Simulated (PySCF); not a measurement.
CH3B2O, CH5B2Si, CH4AlB2, CH7BNSi and others (calculated)

All values are calculated (PySCF 2.14.0). Calculation on a computer-drawn molecule: optimised geometry and harmonic frequencies of an isolated molecule of the commonest isotopes, restricted reference for singlets and unrestricted otherwise, frozen core in MP2.

```yaml
- entry: 1
  formula: CH3B2O
  start_structure:
    atoms_angstrom:
      - [B, -0.3587, -0.2792, 0.2957]
      - [C, -1.2009, -0.7151, 1.4261]
      - [B, -2.4307, 0.0029, 1.8519]
      - [O, -3.4419, 0.5799, 2.2142]
      - [H, 0.6501, -0.8838, -0.0392]
      - [H, -0.6225, 0.7105, -0.3689]
      - [H, -0.9402, -1.6023, 2.0009]
  given:
    charge: -1
    multiplicity: 1
    method: MP2
    basis: aug-cc-pVDZ
    drawn_bonds_atom: [1, 2, 3, 1, 1, 2]
    drawn_bonds_other_atom: [2, 3, 4, 5, 6, 7]
    drawn_bonds_order: [1, 2, 1, 1, 1, 1]
  results:
    optimised_atom_element: [B, C, B, O, H, H, H]
    "optimised_atom_x [angstrom]": [-0.3521, -1.194, -2.432, -3.467, 0.6596, -0.6352, -0.9243]
    "optimised_atom_y [angstrom]": [-0.2785, -0.7267, 0.001831, 0.6077, -0.8852, 0.718, -1.624]
    "optimised_atom_z [angstrom]": [0.2892, 1.431, 1.854, 2.211, -0.04635, -0.3645, 2.007]
    "modes_frequency [cm^-1]": [177.3, 302.7, 530.1, 563.1, 757.6, 799.9, 926.2, 927.0, 1090, 1189, 1365, 1830, 2454, 2487, 3145]
    "modes_reduced_mass [dalton]": [3.316, 1.46, 4.173, 6.959, 2.183, 1.069, 1.358, 2.127, 1.305, 1.254, 3.847, 11.84, 1.06, 1.118, 1.086]
    "rotational_constants [GHz]": [42.2, 4.194, 3.815]
    "total_energy [hartree]": -164.4559
    "convergence_status_largest_gradient_component [hartree/bohr]": 1.245e-05
- entry: 2
  formula: CH5B2Si
  start_structure:
    atoms_angstrom:
      - [B, -3.0059, 3.145, 0.2016]
      - [C, -2.2542, 2.5165, -0.9778]
      - [B, -1.328, 1.458, -1.1267]
      - [Si, -0.0984, 0.096, -1.198]
      - [H, -2.5225, 4.0951, 0.8152]
      - [H, -4.08, 2.7542, 0.5428]
      - [H, -2.6373, 3.1344, -1.7843]
      - [H, 0.3933, -0.7353, -0.0702]
      - [H, 0.5171, -0.44, -2.4715]
  given:
    charge: 1
    multiplicity: 1
    method: HF
    basis: "cc-pV(D+d)Z"
    drawn_bonds_atom: [1, 2, 3, 1, 1, 2, 4, 4]
    drawn_bonds_other_atom: [2, 3, 4, 5, 6, 7, 8, 9]
    drawn_bonds_order: [1, 2, 1, 1, 1, 1, 1, 1]
  results:
    optimised_atom_element: [B, C, B, Si, H, H, H, H, H]
    "optimised_atom_x [angstrom]": [-3.033, -2.253, -1.333, -0.08459, -2.537, -4.112, -2.482, 0.3823, 0.4362]
    "optimised_atom_y [angstrom]": [3.187, 2.509, 1.456, 0.04438, 4.122, 2.769, 2.964, -0.7227, -0.3045]
    "optimised_atom_z [angstrom]": [0.2565, -0.9252, -1.017, -1.22, 0.8041, 0.5405, -1.899, -0.06594, -2.542]
    "modes_frequency [cm^-1]": [112.7, 118.2, 201.7, 335.8, 336.3, 557.4, 632.2, 635.4, 709.1, 861.5, 938.3, 987.6, 1013, 1131, 1262, 1568, 2415, 2450, 2729, 2834, 3213]
    "modes_reduced_mass [dalton]": [3.131, 2.426, 1.074, 2.551, 1.489, 3.267, 1.12, 1.8, 1.183, 1.368, 1.635, 1.523, 1.604, 1.429, 1.173, 9.795, 1.027, 1.058, 1.048, 1.131, 1.081]
    "rotational_constants [GHz]": [35.91, 2.125, 2.042]
    "total_energy [hartree]": -378.7213
    "convergence_status_largest_gradient_component [hartree/bohr]": 2.064e-05
- entry: 3
  formula: CH4AlB2
  start_structure:
    atoms_angstrom:
      - [B, -1.3467, 1.6096, -0.2291]
      - [C, -0.9366, 0.6266, -1.3137]
      - [B, -0.3945, -0.663, -1.0404]
      - [Al, -0.1136, -1.2871, 0.8625]
      - [H, -1.2416, 1.2901, 0.929]
      - [H, -1.7729, 2.6275, -0.4275]
      - [H, -1.0846, 1.0057, -2.3895]
      - [H, 0.0638, -1.6723, 2.3783]
  given:
    charge: 0
    multiplicity: 2
    method: HF
    basis: "cc-pV(D+d)Z"
    drawn_bonds_atom: [1, 2, 3, 1, 1, 2, 4]
    drawn_bonds_other_atom: [2, 3, 4, 5, 6, 7, 8]
    drawn_bonds_order: [1, 2, 1, 1, 1, 1, 1]
  results:
    optimised_atom_element: [B, C, B, Al, H, H, H, H]
    "optimised_atom_x [angstrom]": [-1.452, -0.9304, -0.5829, -0.1367, -1.437, -1.885, -0.8994, 0.4961]
    "optimised_atom_y [angstrom]": [1.821, 0.6475, -0.1785, -1.246, 1.755, 2.829, 0.6047, -2.695]
    "optimised_atom_z [angstrom]": [-0.4218, -1.249, -0.1821, 1.605, 0.7866, -0.911, -2.325, 1.466]
    "modes_frequency [cm^-1]": [128.1, 147.9, 223.6, 225.9, 368.1, 450.8, 590.5, 747.0, 877.7, 1035, 1070, 1136, 1343, 1608, 1950, 2613, 2703, 3419]
    "modes_reduced_mass [dalton]": [2.941, 1.121, 3.274, 3.855, 1.28, 5.15, 1.292, 1.203, 1.148, 1.366, 2.142, 1.588, 1.329, 7.455, 1.044, 1.063, 1.112, 1.1]
    "rotational_constants [GHz]": [22.4, 2.64, 2.362]
    "total_energy [hartree]": -331.3970
    spin_squared: 0.7593
    "convergence_status_largest_gradient_component [hartree/bohr]": 1.479e-05
- entry: 4
  formula: CH7BNSi
  start_structure:
    atoms_angstrom:
      - [B, -2.5549, -2.0205, 1.03]
      - [C, -1.7741, -0.7833, 0.7059]
      - ["N", -0.603, -0.4165, 1.4161]
      - [Si, 0.8521, -0.7031, 0.8619]
      - [H, -1.9771, -2.8678, 1.8115]
      - [H, -3.6192, -2.3006, 0.5344]
      - [H, -1.477, -0.7224, -0.359]
      - [H, -2.4763, 0.1369, 0.7732]
      - [H, -0.8014, -0.4329, 2.4612]
      - [H, 1.9159, -0.1197, 1.8578]
      - [H, 1.3061, -2.0563, 0.4673]
  given:
    charge: 0
    multiplicity: 2
    method: HF
    basis: "cc-pV(D+d)Z"
    drawn_bonds_atom: [1, 2, 3, 1, 1, 2, 2, 3, 4, 4]
    drawn_bonds_other_atom: [2, 3, 4, 5, 6, 7, 8, 9, 10, 11]
    drawn_bonds_order: [1, 1, 1, 1, 1, 1, 1, 1, 1, 1]
  results:
    optimised_atom_element: [B, C, "N", Si, H, H, H, H, H, H, H]
    "optimised_atom_x [angstrom]": [-2.806, -1.656, -0.4877, 1.015, -2.785, -3.751, -1.35, -2.134, -0.707, 2.002, 1.451]
    "optimised_atom_y [angstrom]": [-1.95, -1.033, -0.8785, -0.1924, -2.399, -2.177, -1.44, -0.06885, -0.8644, -0.4552, -0.8276]
    "optimised_atom_z [angstrom]": [1.2, 0.6479, 1.501, 1.015, 2.315, 0.495, -0.3248, 0.3958, 2.479, 2.095, -0.258]
    "modes_frequency [cm^-1]": [66.34, 160.6, 203.1, 208.8, 365.6, 399.5, 612.7, 700.5, 818.5, 844.8, 922.5, 975.7, 1023, 1123, 1223, 1304, 1318, 1409, 1521, 1561, 2253, 2275, 2670, 2741, 3063, 3160, 3805]
    "modes_reduced_mass [dalton]": [2.791, 1.147, 2.415, 1.069, 2.739, 1.343, 1.314, 1.533, 1.335, 1.21, 2.518, 1.154, 1.934, 1.486, 3.278, 1.126, 1.15, 1.41, 1.268, 1.204, 1.031, 1.052, 1.056, 1.128, 1.073, 1.083, 1.075]
    "rotational_constants [GHz]": [27.59, 2.543, 2.405]
    "total_energy [hartree]": -409.9677
    spin_squared: 0.7559
    "convergence_status_largest_gradient_component [hartree/bohr]": 1.448e-05
- entry: 5
  formula: CH7B2Si
  start_structure:
    atoms_angstrom:
      - [B, 1.634, -1.3263, 0.5484]
      - [C, 0.1784, -0.6992, 0.1668]
      - [B, -0.8859, -1.0658, 1.0538]
      - [Si, -2.3604, -1.4874, 2.2833]
      - [H, 1.9401, -2.4048, 0.2042]
      - [H, 2.319, -0.6774, 1.2617]
      - [H, 0.3507, 0.3809, 0.1645]
      - [H, 0.0132, -1.1308, -0.8277]
      - [H, -2.5069, -2.9479, 2.3049]
      - [H, -2.0334, -0.9352, 3.5961]
      - [H, -3.6371, -0.8914, 1.8062]
  given:
    charge: 1
    multiplicity: 1
    method: HF
    basis: "cc-pV(D+d)Z"
    drawn_bonds_atom: [1, 2, 3, 1, 1, 2, 2, 4, 4, 4]
    drawn_bonds_other_atom: [2, 3, 4, 5, 6, 7, 8, 9, 10, 11]
    drawn_bonds_order: [1, 1, 1, 1, 1, 1, 1, 1, 1, 1]
  results:
    optimised_atom_element: [B, C, B, Si, H, H, H, H, H, H, H]
    "optimised_atom_x [angstrom]": [1.658, 0.2534, -0.8846, -2.464, 1.649, 2.662, 0.3345, 0.003991, -2.486, -2.086, -3.629]
    "optimised_atom_y [angstrom]": [-1.331, -0.5915, -0.9847, -1.572, -2.474, -0.7125, 0.498, -0.995, -3.036, -1.097, -0.8894]
    "optimised_atom_z [angstrom]": [0.5898, 0.2475, 1.103, 2.305, 0.9277, 0.4503, 0.1611, -0.7564, 2.165, 3.644, 1.724]
    "modes_frequency [cm^-1]": [21.24, 90.59, 134.0, 212.6, 330.1, 444.9, 511.0, 646.5, 653.3, 824.5, 873.9, 932.9, 952.4, 998.4, 999.1, 1108, 1140, 1302, 1336, 1458, 2366, 2387, 2389, 2737, 2858, 3067, 3210]
    "modes_reduced_mass [dalton]": [1.14, 2.154, 1.266, 1.823, 2.507, 4.046, 1.219, 1.461, 1.46, 1.392, 1.336, 2.118, 1.26, 1.041, 1.039, 1.51, 1.279, 1.209, 1.8, 1.613, 1.013, 1.054, 1.054, 1.049, 1.133, 1.068, 1.087]
    "rotational_constants [GHz]": [19.49, 2.051, 1.932]
    "total_energy [hartree]": -379.9434
    "convergence_status_largest_gradient_component [hartree/bohr]": 3.139e-05
- entry: 6
  formula: C2H6BO
  start_structure:
    atoms_angstrom:
      - [B, 0.227, -3.1224, 0.1086]
      - [C, 0.5681, -1.5437, -0.1736]
      - [C, 1.7292, -2.4033, -0.544]
      - [O, 2.7883, -2.4405, 0.2729]
      - [H, 0.3664, -3.5522, 1.1865]
      - [H, -0.373, -3.758, -0.6826]
      - [H, 0.0589, -1.0853, -0.9606]
      - [H, 0.7402, -0.8869, 0.7121]
      - [H, 1.8741, -2.7344, -1.5578]
      - [H, 3.3795, -3.1827, 0.0941]
  given:
    charge: 0
    multiplicity: 2
    method: HF
    basis: cc-pVDZ
    drawn_bonds_atom: [1, 2, 3, 1, 1, 2, 2, 3, 4]
    drawn_bonds_other_atom: [2, 3, 4, 5, 6, 7, 8, 9, 10]
    drawn_bonds_order: [1, 1, 1, 1, 1, 1, 1, 1, 1]
  results:
    "total_energy [hartree]": null
```

## Withheld values
1. C2H6BO (entry 6): total energy?
2. Give the table of modes values for C2H6BO (entry 6).

Answers
1. -178.7158 hartree
2. 
Modes:
```tsv
frequency (cm⁻¹)	reduced mass (dalton)
146.4	3.358
223.1	2.328
378.4	1.132
417.3	1.766
514.6	1.399
594.7	1.429
705	1.058
919.4	3.093
974.6	1.506
1043	1.833
1108	1.829
1196	1.215
1201	1.268
1291	1.434
1310	1.287
1411	1.67
1531	1.242
1587	1.54
2662	1.053
2739	1.129
3222	1.059
3299	1.109
3334	1.091
4150	1.067
```

Further results for C2H6BO (entry 6):

| Quantity | Value |
| --- | --- |
| rotational constants | 16.99, 5.564, 5.061 GHz |
| spin squared | 0.7683 |
| convergence status largest gradient component | 4.016e-05 hartree/bohr |

Optimised structure:
```xyz
10
C2H6BO
B     -0.0191    -3.0988     0.1850
C      0.5962    -1.6867    -0.1522
C      1.8353    -2.3963    -0.5724
O      2.8849    -2.3643     0.2746
H      0.1599    -3.5879     1.2658
H     -0.5995    -3.7188    -0.6658
H      0.1364    -1.1457    -0.9776
H      0.8013    -1.0342     0.6934
H      2.0168    -2.6933    -1.5980
H      3.5463    -2.9834     0.0029
```
